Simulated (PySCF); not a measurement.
Ni(OH2)6 (H12NiO6), SMILES [OH2]->[Ni+2](<-[OH2])(<-[OH2])(<-[OH2])(<-[OH2])<-[OH2] (connectivity only; charge and spin as stated), charge +2, multiplicity 3.

Geometry optimised at PBE-D3(BJ)/def2-SVP. The multiplicity is an assumed one; other spin states were not compared. The isomer is the one that the SMILES or the coordinates give; other isomers of the formula were not compared.

All values below come from PBE-D3(BJ)/def2-SVP in PySCF 2.14.0.

Frequencies are harmonic and unscaled.

Modes within 1.5 cm⁻¹ of each other (mostly degenerate sets) share a row, with their intensities summed.

Computed vibrational spectrum:
```
mode   ν (cm⁻¹)  IR (km/mol)  moving atoms (share of kinetic energy)
-----  --------  -----------  --------------------------------------
1            92          4.1                          O 85 %, H 15 %
2–5         112          7.7                          O 73 %, H 22 %
6           116          0.0                          O 78 %, H 22 %
7–8         144          0.8                 O 62 %, Ni 25 %, H 14 %
9           151          0.1                 O 52 %, Ni 27 %, H 21 %
10–11       215        135.2                                  H 95 %
12–13       262          0.0                          H 87 %, O 13 %
14          276          0.0                          H 89 %, O 11 %
15–16       278          0.0                          O 74 %, H 26 %
17          334        287.6                 H 75 %, O 14 %, Ni 11 %
18–19       343         10.6                 O 54 %, Ni 26 %, H 19 %
20–22       374         27.6                          H 84 %, O 16 %
23–24       405        526.5                          H 80 %, O 17 %
25          459        505.0                          H 80 %, O 15 %
26          470          0.0                                  H 97 %
27          542          0.0                          H 82 %, O 18 %
28–29       551          0.0                          H 87 %, O 13 %
30–31       587        439.0                          H 82 %, O 13 %
32          592         45.4                          H 81 %, O 12 %
33          703          0.0                          O 87 %, H 13 %
34–35      1561        390.2                           H 92 %, O 8 %
36         1565         82.4                           H 92 %, O 8 %
37–38      1568          0.0                           H 92 %, O 8 %
39         1577          0.0                          H 90 %, O 10 %
40         3649        208.9                                  H 96 %
41–44      3652        530.4                                  H 96 %
45         3659          0.0                                  H 96 %
46–51      3741       1061.6                                  H 93 %
```
